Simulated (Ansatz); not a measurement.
Geometry optimisation, Ansatz, RKS PBE0-D4/def2-SVP.

input.yaml

```yaml
crystal:
  periodic: [false, false, false]
  atoms:
    - { symbol: In, position_ang: [0.135151, -0.621136, -0.578096] }
    - { symbol: Cl, position_ang: [0.138906, -0.133584, 3.02383] }
    - { symbol: Cl, position_ang: [2.058644, 0.563214, -1.119483] }
    - { symbol: O, position_ang: [-1.651777, -0.03779, -1.224519] }
    - { symbol: H, position_ang: [-2.359588, -0.57391, -0.838911] }
    - { symbol: O, position_ang: [0.414854, -2.286799, 0.491402] }
    - { symbol: H, position_ang: [-0.370846, -2.844009, 0.540394] }
    - { symbol: H, position_ang: [0.460456, -1.297286, 2.457583] }
basis:
  gaussian: { orbitals: def2-SVP }
hamiltonian:
  xc: pbe0
  dispersion: d4
relax:
  f_tol: 0.03
  max_steps: 50
```

Run as:

```bash
$ ansatz run input.yaml --threads 2 --pin off --max-ram 3072MiB --backend cpu --events-out ev --progress --plain --runs-dir out
```

Where does it end, and by what steps?

The run converged. After 27 steps the energy has fallen by 1.770 eV; H8 moved furthest, 1.48 Å. Parted: Cl2–H8 (1.33 → 3.39 Å). Joined: In1–Cl2 (3.63 → 2.35 Å), O6–H8 (2.20 → 0.97 Å).

```json
{"step": "0", "energy less start (eV)": "0.0000", "largest force component (eV/Å)": "0.892", "accepted": "yes"}
{"step": "1", "energy less start (eV)": "-0.1461", "largest force component (eV/Å)": "0.427", "accepted": "yes"}
{"step": "2", "energy less start (eV)": "-0.2652", "largest force component (eV/Å)": "0.801", "accepted": "yes"}
{"step": "3", "energy less start (eV)": "-0.3738", "largest force component (eV/Å)": "1.060", "accepted": "yes"}
{"step": "4", "energy less start (eV)": "-0.4897", "largest force component (eV/Å)": "1.715", "accepted": "yes"}
{"step": "5", "energy less start (eV)": "-0.8311", "largest force component (eV/Å)": "2.163", "accepted": "yes"}
{"step": "6", "energy less start (eV)": "-1.1365", "largest force component (eV/Å)": "4.478", "accepted": "yes"}
{"step": "7", "energy less start (eV)": "-1.4864", "largest force component (eV/Å)": "0.968", "accepted": "yes"}
{"step": "8", "energy less start (eV)": "-1.5866", "largest force component (eV/Å)": "1.071", "accepted": "yes"}
{"step": "9", "energy less start (eV)": "-1.5796", "largest force component (eV/Å)": "1.503", "accepted": "no"}
{"step": "10", "energy less start (eV)": "-1.6423", "largest force component (eV/Å)": "0.514", "accepted": "yes"}
{"step": "11", "energy less start (eV)": "-1.6691", "largest force component (eV/Å)": "0.227", "accepted": "yes"}
{"step": "12", "energy less start (eV)": "-1.6674", "largest force component (eV/Å)": "0.778", "accepted": "no"}
{"step": "13", "energy less start (eV)": "-1.6835", "largest force component (eV/Å)": "0.131", "accepted": "yes"}
{"step": "14", "energy less start (eV)": "-1.6922", "largest force component (eV/Å)": "0.177", "accepted": "yes"}
{"step": "15", "energy less start (eV)": "-1.6935", "largest force component (eV/Å)": "0.699", "accepted": "yes"}
{"step": "16", "energy less start (eV)": "-1.7046", "largest force component (eV/Å)": "0.375", "accepted": "yes"}
{"step": "17", "energy less start (eV)": "-1.6987", "largest force component (eV/Å)": "0.374", "accepted": "no"}
{"step": "18", "energy less start (eV)": "-1.7126", "largest force component (eV/Å)": "0.118", "accepted": "yes"}
{"step": "19", "energy less start (eV)": "-1.7212", "largest force component (eV/Å)": "0.121", "accepted": "yes"}
{"step": "20", "energy less start (eV)": "-1.7287", "largest force component (eV/Å)": "0.630", "accepted": "yes"}
{"step": "21", "energy less start (eV)": "-1.7419", "largest force component (eV/Å)": "0.460", "accepted": "yes"}
{"step": "22", "energy less start (eV)": "-1.7435", "largest force component (eV/Å)": "0.732", "accepted": "yes"}
{"step": "23", "energy less start (eV)": "-1.7616", "largest force component (eV/Å)": "0.391", "accepted": "yes"}
{"step": "24", "energy less start (eV)": "-1.7668", "largest force component (eV/Å)": "0.152", "accepted": "yes"}
{"step": "25", "energy less start (eV)": "-1.7695", "largest force component (eV/Å)": "0.084", "accepted": "yes"}
{"step": "26", "energy less start (eV)": "-1.7693", "largest force component (eV/Å)": "0.082", "accepted": "no"}
{"step": "27", "energy less start (eV)": "-1.7699", "largest force component (eV/Å)": "0.021", "accepted": "yes"}
```

```xyz
8
Properties=species:S:1:pos:R:3
In 0.237 -0.067 0.223
Cl -0.010 0.797 2.391
Cl 2.042 0.610 -1.087
O -1.374 -0.954 -0.609
H -2.159 -0.421 -0.769
O 0.366 -2.302 0.696
H -0.519 -2.392 0.274
H 0.243 -2.502 1.634
```

Whether the end is a true minimum wasn't checked by a vibrational analysis.

Run time: 94 s on 2 threads of Arm Neoverse V2 (shared host), peak memory 0.25 GiB.
